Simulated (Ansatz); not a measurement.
`C[Se][SnH]([Cl])[Cl]` + H₂ → `C[Se][SnH2][Cl]` + HCl at 400 K and 1 bar (hydrogenolysis of the Sn–Cl bond).

Isolated molecules relaxed with PBE0-D4/def2-TZVP in Ansatz; ΔE leaves out vibrations. CCSD(T)/CBS adds triple-zeta CCSD(T) − MP2 to the extrapolated MP2 energy (def2 sets, frozen cores). This one scheme is used for every species. def2 core potentials past Kr. For Se, Sn outer-core shells are correlated without core-valence functions, which leaves a few kJ/mol of doubt a bond. Scalar relativity is left out up to krypton. Each species was taken in one conformer, which may not be the lowest.

```
               species  CCSD(T)/CBS energy (Eh)  H − E (kJ/mol)  S (J/(mol·K))
`C[Se][SnH]([Cl])[Cl]`              -3574.86900           164.0          458.5
                    H₂                 -1.17544            38.0          139.0
     `C[Se][SnH2][Cl]`              -3115.63330           173.7          421.5
                   HCl               -460.38127            29.6          195.4
```

H − E and S are ideal-gas, rigid-rotor, harmonic terms from PBE0-D4/def2-TZVP, for one conformer and one mirror image of each species. For small species the MP2-based limit differs from directly extrapolated CCSD(T) by up to some mEh (0.8 for H₂); such offsets cancel only in part. 1 Eh = 2625.50 kJ/mol, R = 8.31446 J/(mol·K).

Question: By hand: ΔE, ΔH, ΔS and ΔG.

Answer: ΔE = (-3115.63330) + (-460.38127) − (-3574.86900) − (-1.17544) = 0.02987 Eh = 78.4 kJ/mol. Δ(H − E) = 173.7 + 29.6 − 164.0 − 38.0 = 1.3, so ΔH = 79.7 kJ/mol. ΔS = 421.5 + 195.4 − 458.5 − 139.0 = 19.4 J/(mol·K). ΔG = 79.7 − 400 × (19.4)/1000 = 71.9 kJ/mol.

Question: By hand: the equilibrium constant, and the temperature at which ΔG would vanish if ΔH and ΔS stayed fixed.

Answer: log₁₀ K = −ΔG/(RT ln 10) = -9.4. ΔG = 0 at ΔH/ΔS = 4108 K, far beyond where these terms or the molecules hold.

ΔH outweighs TΔS. A doubt of 5 kJ/mol in ΔE shifts log₁₀ K by 0.7 here. Other conformers and mirror images would add mixing entropy, several J/(mol·K) or more a flexible species. Modes under 60 cm⁻¹, often nearly free rotors, make the harmonic entropy too high. These are equilibria of isolated gas molecules and say nothing of rates. Largest T1 diagnostic: 0.011 (customary marks: 0.02 for closed shells, 0.045 for open ones).
